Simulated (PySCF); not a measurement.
# Sr⁺ (strontium, charge +1): LDA calculation

Configuration: [Kr] 5s1, 2S determinant. Computed with PySCF 2.14 in cc-pVDZ-X2C, with scalar relativity by spin-free X2C-1e.

```
Total energy                        : -3174.88 hartree
One-electron energy                 : -4387.84 hartree
Hartree (Coulomb) energy            : 1314.54 hartree
Exchange-correlation energy         : -101.58 hartree
⟨S²⟩                                : 0.7501
⟨L²⟩                                : 0.000
Sum of ⟨r⟩                          : 26.34 bohr
Sum of ⟨r²⟩                         : 44.00 bohr²
Langevin diamagnetic susceptibility : -34.8 ×10⁻⁶ cm³/mol
Time after the integrals            : 0.2 s of wall time on 1 thread of Intel(R) Xeon(R) 6975P-C (shared host)
```

```json
{"shell": "1s α", "electrons": "1", "mean orbital energy (eV)": "-15896.8", "rms radius, mean of both spins (bohr)": "0.0451"}
{"shell": "1s β", "electrons": "1", "mean orbital energy (eV)": "-15896.7", "rms radius, mean of both spins (bohr)": "0.0451"}
{"shell": "2s α", "electrons": "1", "mean orbital energy (eV)": "-2159.1", "rms radius, mean of both spins (bohr)": "0.187"}
{"shell": "2s β", "electrons": "1", "mean orbital energy (eV)": "-2159.1", "rms radius, mean of both spins (bohr)": "0.187"}
{"shell": "2p α", "electrons": "3", "mean orbital energy (eV)": "-1921.4", "rms radius, mean of both spins (bohr)": "0.166"}
{"shell": "2p β", "electrons": "3", "mean orbital energy (eV)": "-1921.4", "rms radius, mean of both spins (bohr)": "0.166"}
{"shell": "3s α", "electrons": "1", "mean orbital energy (eV)": "-338.98", "rms radius, mean of both spins (bohr)": "0.527"}
{"shell": "3s β", "electrons": "1", "mean orbital energy (eV)": "-338.97", "rms radius, mean of both spins (bohr)": "0.527"}
{"shell": "3p α", "electrons": "3", "mean orbital energy (eV)": "-262.21", "rms radius, mean of both spins (bohr)": "0.538"}
{"shell": "3p β", "electrons": "3", "mean orbital energy (eV)": "-262.20", "rms radius, mean of both spins (bohr)": "0.538"}
{"shell": "3d α", "electrons": "5", "mean orbital energy (eV)": "-134.86", "rms radius, mean of both spins (bohr)": "0.548"}
{"shell": "3d β", "electrons": "5", "mean orbital energy (eV)": "-134.84", "rms radius, mean of both spins (bohr)": "0.548"}
{"shell": "4s α", "electrons": "1", "mean orbital energy (eV)": "-47.729", "rms radius, mean of both spins (bohr)": "1.45"}
{"shell": "4s β", "electrons": "1", "mean orbital energy (eV)": "-47.665", "rms radius, mean of both spins (bohr)": "1.45"}
{"shell": "4p α", "electrons": "3", "mean orbital energy (eV)": "-29.620", "rms radius, mean of both spins (bohr)": "1.68"}
{"shell": "4p β", "electrons": "3", "mean orbital energy (eV)": "-29.516", "rms radius, mean of both spins (bohr)": "1.68"}
{"shell": "5s α", "electrons": "1", "mean orbital energy (eV)": "-8.914", "rms radius, mean of both spins (bohr)": "4.17"}
```

Densities and radii are taken from the X2C orbitals without a picture-change correction, which distorts them close to the nucleus.
